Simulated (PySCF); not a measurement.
How methods differ on the ionisation energy of Hg²⁺

Hg²⁺ [Xe] 4f14 5d10 (1S) → Hg³⁺ [Xe] 4f14 5d9 (2D), as a difference of total energies. Calculation: PySCF 2.14, in aug-cc-pVTZ-PP with ECP60MDF (6s6p5d3f2g, 88 functions); a scalar-relativistic core potential. Correlated levels: valence: 5s2 5p6 frozen. The calculations carry no spin-orbit coupling.

```json
{"method": "UHF", "ionisation energy (eV)": "33.517"}
{"method": "LDA", "ionisation energy (eV)": "35.643"}
{"method": "PBE", "ionisation energy (eV)": "35.255"}
{"method": "PBE0", "ionisation energy (eV)": "35.142"}
{"method": "r2SCAN", "ionisation energy (eV)": "35.124"}
{"method": "r2SCANh", "ionisation energy (eV)": "35.102"}
{"method": "wB97X", "ionisation energy (eV)": "35.074"}
{"method": "wB97X-V", "ionisation energy (eV)": "35.024"}
{"method": "M06-L", "ionisation energy (eV)": "35.124"}
{"method": "MP2 (valence)", "ionisation energy (eV)": "35.371"}
{"method": "SCS-MP2 (valence)", "ionisation energy (eV)": "35.196"}
```

Q: How much does correlation contribute at MP2 (valence)?

A: 35.371 − (33.517) = 1.854 eV, measured against UHF.

The reference lies between the lowest fine-structure levels, while these numbers refer to the centres of the terms.

Errors of the correlated levels include the incompleteness of this basis and the frozen core.

For comparison: 34.49 ± 0.05 eV (measured; NIST Atomic Spectra Database, ionization energies).
